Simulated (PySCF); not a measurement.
Level of theory: delta-SCF UKS SCAN, pcX-2 on the ionised atom, pcseg-1 elsewhere, spin-free X2C in PySCF. Geometries: PBE0-D3(BJ)/def2-SVP; isolated species, one conformer each. Values against the vacuum level.

(1) Order these sites by rising C 1s binding energy.
A. C2 in `[CH3:1][CH2:2][SiH2:3][C:4]#[C:5][GeH3:6]`
B. C5 in `[CH:1]#[C:2][SiH2:3][C@@H:4]([CH3:5])[GeH3:6]`
C. C7 in `[O:1]=[C:2]([OH:3])[c:4]1[cH:5][cH:6][cH:7][s:8]1`
D. C2 in `[CH3:1][CH:2]([CH3:3])[S:4]([CH3:5])(=[O:6])=[O:7]`

Answers

(1) A (290.17 eV), B (290.70 eV), C (291.06 eV), D (291.51 eV).

From the lowest up, the atoms are bonded to: C, 2 H and Si (290.17); C and 3 H (290.70); S (aromatic in the SMILES), C (aromatic in the SMILES) and H (291.06); S, 2 C and H (291.51).
